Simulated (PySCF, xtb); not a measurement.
Si(F)(OH)2(OSiH3) (FH5O3Si2), SMILES O[Si](O)(F)O[SiH3]. Other conformers were not sampled.

Harmonic wavenumbers (cm⁻¹) from GFN2-xTB in xtb at its own minimum, in rising order: 27, 63, 80, 172, 194, 243, 277, 281, 309, 318, 591, 601, 646, 751, 775, 784, 821, 837, 846, 936, 1004, 1119, 2259, 2271, 2283, 3680, 3688.

**Question.** What does PBE-D3(BJ)/def2-SVP in PySCF give at its own minimum? (Estimate from the structure and the level; the computed values follow.)

**Answer.** 33, 74, 79, 160, 171, 258, 297, 319, 359, 367, 611, 697, 717, 770, 795, 850, 915, 916, 935, 953, 980, 1073, 2172, 2179, 2193, 3775, 3782. Paired by order, the mean absolute difference is 49 cm⁻¹ and the zero-point energies are 37.0 and 37.8 kcal/mol.
